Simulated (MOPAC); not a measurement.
MOPAC input (AM1):

```
AM1 1SCF UHF MS=0.5 GEO-OK AUX(PRECISION=9) THREADS=1
Br2FGe

F    -0.13415100 1    2.11606900 1   -0.25816300 1
Ge   -0.02231500 1    0.55614900 1    0.52217800 1
Br    1.96421300 1   -0.40870500 1   -0.24800300 1
Br   -1.90931500 1   -0.64390700 1   -0.16303200 1
```

From the output:

```
                                                       MOPAC v23.2.5 Linux

          FINAL HEAT OF FORMATION =        -85.87666 KCAL/MOL =    -359.30795 KJ/MOL

          COSMO AREA              =        131.86 SQUARE ANGSTROMS
          COSMO VOLUME            =        124.64 CUBIC ANGSTROMS

          IONIZATION POTENTIAL    =         10.522389 EV
          ALPHA SOMO LUMO (EV)    =        -10.522 -2.366
          BETA  SOMO LUMO (EV)    =        -11.542 -3.049
          NO. OF ALPHA ELECTRONS  =         13
          NO. OF BETA  ELECTRONS  =         12
          MOLECULAR WEIGHT        =        251.3964         POINT GROUP:  Cs

          MOLECULAR DIMENSIONS (Angstroms)

            Atom       Atom       Distance
           Br     4   Br     3     3.88159
           Br     3    F     1     2.64784
           Br     4   Ge     2     0.74927

          SCF CALCULATIONS        =          1

   ATOM   CHEMICAL          X               Y               Z
  NUMBER   SYMBOL      (ANGSTROMS)     (ANGSTROMS)     (ANGSTROMS)

     1       F         -0.13415100  *   2.11606900  *  -0.25816300  *
     2      Ge         -0.02231500  *   0.55614900  *   0.52217800  *
     3      Br          1.96421300  *  -0.40870500  *  -0.24800300  *
     4      Br         -1.90931500  *  -0.64390700  *  -0.16303200  *

                             CARTESIAN COORDINATES

   1    F       -0.134151000     2.116069000    -0.258163000
   2   Ge       -0.022315000     0.556149000     0.522178000
   3   Br        1.964213000    -0.408705000    -0.248003000
   4   Br       -1.909315000    -0.643907000    -0.163032000

           Empirical Formula: F Ge Br2  =     4 atoms

      MOLECULAR POINT GROUP   :   Cs

          ALPHA EIGENVALUES
 -47.46313 -31.78141 -30.84042 -16.07259 -15.58442 -15.55249 -14.66696 -12.90832
 -12.28607 -11.80231 -11.74220 -11.54441 -10.52239  -2.36556  -2.01363   0.15228

           BETA EIGENVALUES
 -47.26514 -31.73376 -30.85063 -16.05856 -15.50528 -15.27420 -14.07197 -12.90124
 -11.91595 -11.81760 -11.67263 -11.54203  -3.04889  -2.03302  -1.73890   0.48312

              NET ATOMIC CHARGES AND DIPOLE CONTRIBUTIONS

  ATOM NO.   TYPE          CHARGE      No. of ELECS.   s-Pop       p-Pop
    1          F          -0.373739        7.3737     1.91499     5.45875
    2         Ge           0.819268        3.1807     0.92372     2.25701
    3         Br          -0.222765        7.2228     1.97019     5.25257
    4         Br          -0.222765        7.2228     1.97019     5.25257
 DIPOLE           X         Y         Z       TOTAL
 POINT-CHG.     0.094    -0.484     2.958     2.999
 HYBRID        -0.072     0.865    -0.908     1.256
 SUM            0.022     0.381     2.050     2.085

          ATOMIC ORBITAL ELECTRON POPULATIONS

     Atom    s        px        py        pz
    1  F   1.91499   1.95400   1.65019   1.85457
    2 Ge   0.92372   0.75558   0.61897   0.88246
    3 Br   1.97019   1.49102   1.86694   1.89461
    4 Br   1.97019   1.53971   1.80249   1.91037

                    (SZ)    =    0.500000
                    (S**2)  =    0.759461

          ATOMIC ORBITAL SPIN POPULATIONS

    Atom   Total    s     px     py     pz
         Atomic
    1  F  0.0381  0.003  0.001 -0.003  0.036
    2 Ge  0.9901  0.318  0.045  0.044  0.583
    3 Br -0.0141  0.003 -0.043 -0.007  0.033
    4 Br -0.0141  0.003 -0.037 -0.013  0.032

 **********************
 *                    *
 * JOB ENDED NORMALLY *
 *                    *
 **********************

 == MOPAC DONE ==
```

The geometry given is a B3LYP-D3(BJ)/def2-TZVP minimum.
